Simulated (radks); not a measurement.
Task: Isoelectronic series with 42 electrons, all held in the configuration [Kr] 4d5 5s1, which need not be the ground one along the series. Calculated with a radial shooting solver on a logarithmic mesh with Libxc functionals: Dirac Kohn-Sham, BLYP, spin-unpolarised, spherical densities, finite nucleus; open shells are shared between the two j in proportion to 2j + 1; Fermi nuclear charge, rms radius of each element as measured or else 0.836 A^(1/3) + 0.57 fm. Total energies (hartree) and mean radii <r> (bohr):

ion    E (hartree)   4d5/2   4d3/2   5s1/2
Mo     -4049.67846   2.024   1.991   3.596
Ru2+   -4530.87404   1.482   1.467   2.671
Pd4+   -5042.65498   1.228   1.217   2.198
Cd6+   -5585.15989   1.065   1.056   1.893
Sn8+   -6158.63706  0.9468  0.9389   1.673
Te10+  -6763.38420  0.8560  0.8486   1.505
Xe12+  -7399.75392  0.7829  0.7759   1.371
Ba14+   -8068.1259  0.7226  0.7158   1.260
Ce16+   -8768.9226  0.6716  0.6650   1.167
Nd18+   -9502.5996  0.6278  0.6213   1.088
Sm20+  -10269.6182  0.5897  0.5833   1.018
Dy24+  -11905.9704  0.5265  0.5201  0.9038

Estimate the row of Gd22+.

Result: E (hartree) -11070.5558; 4d5/2 0.5563; 4d3/2 0.5498; 5s1/2 0.9577.
